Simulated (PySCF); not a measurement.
# TDDFT excited states: C6H5F3O

C6H5F3O.
Structure used (GFN2-xTB), in Å, numbered top down from 1:
```
atom  x, y, z in Å
C1     1.3282    1.4782    2.3752
C2     1.1745    1.0171    1.1631
C3     1.0422    0.6019   -0.0177
C4     0.8516    0.1270   -1.2238
C5     0.1310   -1.1578   -1.5155
O6    -0.4825   -1.7358   -0.3474
C7    -1.7027   -1.3308   -0.0786
F8    -1.8654    0.0022   -0.0183
F9    -2.6123   -1.7399   -0.9938
F10   -2.0920   -1.8233    1.0908
H11    0.9382    0.9463    3.2278
H12    1.8455    2.4046    2.5667
H13    1.2266    0.6427   -2.0973
H14    0.8370   -1.9226   -1.8560
H15   -0.6243   -1.0074   -2.2970
```

Computed, not measured: TDDFT PBE0/def2-SVPD, vertical, gas phase, core orbitals frozen in the response (PySCF).

```
state  E (eV)  E (kJ/mol)  λ (nm)       f  |μ| (D)  main configurations (H = HOMO, L = LUMO)
   S1    4.19         404   296.1  0.0001     0.09                               H-1→L (99%)
   S2    5.33         514   232.7   0.449     4.71                                 H→L (90%)
   S3    5.72         552   216.8  0.0010     0.21                               H→L+1 (90%)
   S4    6.72         649   184.5  0.0016     0.25                               H→L+2 (91%)
   S5    7.01         677   176.7  0.0005     0.14                               H-2→L (98%)
   S6    7.23         697   171.6   0.023     0.91                               H→L+3 (90%)
```

Triplets (Tamm–Dancoff): T1 2.70 eV, H→L (98%); T2 3.85 eV, H-1→L (99%).

The lowest singlet comes at 296 nm (404 kJ/mol) in the ultraviolet; it is dark (f under 0.0005); its leading configuration is HOMO-1→LUMO (99%). The strongest level in the table is S2 at 5.33 eV (233 nm, f = 0.449). Löwdin shares by element: HOMO carbon 84% or more (atoms not listed hold the other 16%); LUMO carbon 82% or more (atoms not listed hold the other 18%). Orbital energies (eV): HOMO-3 -10.07, HOMO-2 -9.95, HOMO-1 -7.76, HOMO -7.17, LUMO -1.77, LUMO+1 0.17, LUMO+2 0.72. The listed states span 3.04 eV, and the widest gap between neighbours is 1.14 eV (S1 to S2). The oscillator strengths of these states sum to 0.475; summed over the whole spectrum of an exact calculation they would give the number of electrons, 76 (Thomas–Reiche–Kuhn). No computed singlet lies in the visible range (380 to 750 nm); the lowest, at 296 nm, stands 0.93 eV above its violet end (3.26 eV); a Tamm–Dancoff triplet lies at 460 nm, without intensity as long as spin–orbit coupling is left out. Singlets were solved by full linear response, triplets in the Tamm–Dancoff approximation.

One conformer stands for the species.
